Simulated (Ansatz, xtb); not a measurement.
Two isomers of C4H10GeO

Structure a: `O[C@H]1C[C@@H]([GeH3])C1`, a singlet. Structure b: `O[C@@H]1CC[C@H]1[GeH3]`, a singlet. Both are isolated molecules in the gas phase, relaxed with PBE-D3(BJ)/def2-SVP, each in the lowest conformer that the search found.

Task: Estimate which is lower in electronic energy at CCSD(T)/def2-SVP + ΔMP2/def2-TZVPP, and by roughly how much.

Result: CCSD(T)/def2-SVP + ΔMP2/def2-TZVPP gives E(b) − E(a) = −0.13 kcal/mol, slightly favouring structure b, which is too small a margin to settle the true order.

The same difference at several levels:

```tsv
level	geometry	E(b) − E(a) (kcal/mol)	departure from the last row (kcal/mol)	job, with rough time for the two
PBE-D3(BJ)/def2-SVP	PBE-D3(BJ)/def2-SVP	−0.29	−0.16	optimisation, 3.2 min
HF/def2-SVP	PBE-D3(BJ)/def2-SVP	−0.16	−0.03	part of the CCSD(T) run
MP2/def2-SVP	PBE-D3(BJ)/def2-SVP	−0.29	−0.16	part of the CCSD(T) run
CCSD(T)/def2-SVP	PBE-D3(BJ)/def2-SVP	−0.32	−0.18	single point
CCSD(T)/def2-SVP + ΔMP2/def2-TZVPP	PBE-D3(BJ)/def2-SVP	−0.13		single point, 5.5 min
```

As drawn, both hold the same kinds of bond in the same numbers.

The largest departure from CCSD(T)/def2-SVP + ΔMP2/def2-TZVPP is that of CCSD(T)/def2-SVP, 0.18 kcal/mol. Levels run at GFN2-xTB geometries aren't shown. The last row adds to CCSD(T) the change of the MP2 difference between the two basis sets, here +0.18 kcal/mol.

With thermal terms from frequencies at re-optimised GFN2-xTB minima (ideal gas, soft modes damped towards free rotors, one conformer each, 298.15 K, 1 atm): on the last row, ΔE + ΔZPE = −0.06, ΔH = −0.02, ΔG = −0.19 kcal/mol.

The correlated steps freeze 14 core orbitals; the filled d shell of Ge is correlated, in a basis made for valence electrons. Run with Ansatz 0.2.0, xtb 6.7.1; the last row on 2 threads of Intel(R) Xeon(R) Processor @ 2.50GHz (Skylake/Cascade Lake) on a shared host.
